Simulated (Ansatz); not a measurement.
`CCC(C)Br` → Br• + 4 C• + 9 H•  (atomization)

Isolated molecules relaxed with PBE0-D4/def2-TZVP in Ansatz; ΔE leaves out vibrations. CCSD(T)/CBS adds triple-zeta CCSD(T) − MP2 to the extrapolated MP2 energy (def2 sets, frozen cores). This one scheme is used for every species, atoms too. DFT in def2-TZVPP. B3LYP here is the variant with VWN-RPA as its local correlation; programs differ in this. HSE06 is defined as in plane-wave codes. Open shells (•) are unrestricted, without spin–orbit coupling. Spin–orbit coupling would lower the free atoms: a little for C; clearly for Br. For Br outer-core shells are correlated without core-valence functions, so the limit isn't a true one: a few kJ/mol of doubt a bond, and 10 to 20 or more in all where bonds break to atoms. Scalar relativity is left out up to krypton. One conformer a species, not always the lowest.

`CCC(C)Br`:

Z-matrix (Å, degrees):
```
C
C 1 1.516
H 1 1.093 2 111.1
H 1 1.092 2 110.8 3 119.8
H 1 1.091 2 111.1 3 -120.1
C 2 1.514 1 114.9 3 57.3
H 2 1.098 1 109.5 3 -62.1
H 2 1.095 1 110.6 3 -179.0
Br 6 1.972 2 110.1 1 63.7
C 6 1.509 2 113.4 1 -174.3
H 6 1.091 2 110.3 1 -49.3
H 10 1.095 6 109.3 2 60.6
H 10 1.092 6 110.9 2 -58.6
H 10 1.090 6 111.6 2 -179.6
```

**Question.** What is ΔE at CCSD(T)/CBS? (An estimate is asked.)

**Answer.** Computed: +5331.6 kJ/mol.

**Question.** What do these levels give: BLYP-D4, B3LYP-D4, BHLYP-D4, r2SCAN, HSE06, BHLYP, HF/def2-SVP, SCS-MP2/def2-TZVPP, CCSD/def2-TZVPP, HF/def2-QZVPP, MP2/def2-QZVPP, HF/CBS(def2)? (Best estimate.)

**Answer.** The calculation gave: BLYP-D4 5287.8, B3LYP-D4 5321.0, BHLYP-D4 5208.7, r2SCAN 5331.1, HSE06 5342.1, BHLYP 5175.3, HF/def2-SVP 4077.2, SCS-MP2/def2-TZVPP 5249.1, CCSD/def2-TZVPP 5150.8, HF/def2-QZVPP 4019.5, MP2/def2-QZVPP 5336.3, HF/CBS(def2) 4020.0 kJ/mol.

Largest T1 diagnostic among the species: 0.009.

At CCSD(T), def2-SVP lies −213.5 kJ/mol from the extrapolated value and def2-TZVPP −115.3 kJ/mol: correlation converges slowly with the basis, and small sets miss more of it in the bonded molecule than in its fragments. In def2-TZVPP, CCSD(T) changes the Hartree–Fock value by +1199.2 kJ/mol (the triples alone add +65.4 kJ/mol) and MP2 by +1252.3 kJ/mol; breaking electron pairs costs correlation energy, which Hartree–Fock lacks.

For atomizations the MP2-based limit and the directly extrapolated one differ by several kJ/mol either way, and by 10 to 25 for some Ge, Se and Sn compounds, so smaller differences from it don't rank the levels.
